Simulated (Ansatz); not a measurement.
The cluster ZrSe₂⁺. Total charge 1; doublet. Geometry PBE-D4/def2-TZVP, that of the neutral singlet; atoms count from 1.

```xyz
3

Zr    0.562   -0.618    0.380
Se    0.843    0.379   -1.739
Se   -1.405    0.239    1.358
```

In the def2 sets Zr takes a core potential; there is no spin–orbit coupling. The structure comes from a short search, and lower isomers may exist.

Problem. Estimate the Mulliken populations from the PBE0/def2-TZVP orbitals of Ansatz.

Solution. 
```json
{"atom": "Zr1", "charge (e)": "1.15", "spin (α − β)": "-0.36", "d electrons": "2.40"}
{"atom": "Se2", "charge (e)": "-0.08", "spin (α − β)": "0.68", "d electrons": "–"}
{"atom": "Se3", "charge (e)": "-0.08", "spin (α − β)": "0.68", "d electrons": "–"}
```
Mulliken values and Mayer orders depend strongly on the basis.

Problem. Where does the spin sit?

Solution. Summed by element: Zr -0.36, Se 1.36, of 1 unpaired in all. Largest on single atoms: Se2 0.68, Se3 0.68, Zr1 -0.36.

Problem. And the Mayer bond orders between bonded heavy atoms (over 0.3)?

Solution. Zr1–Se2 2.02 (2.36 Å); Zr1–Se3 2.02 (2.36 Å).
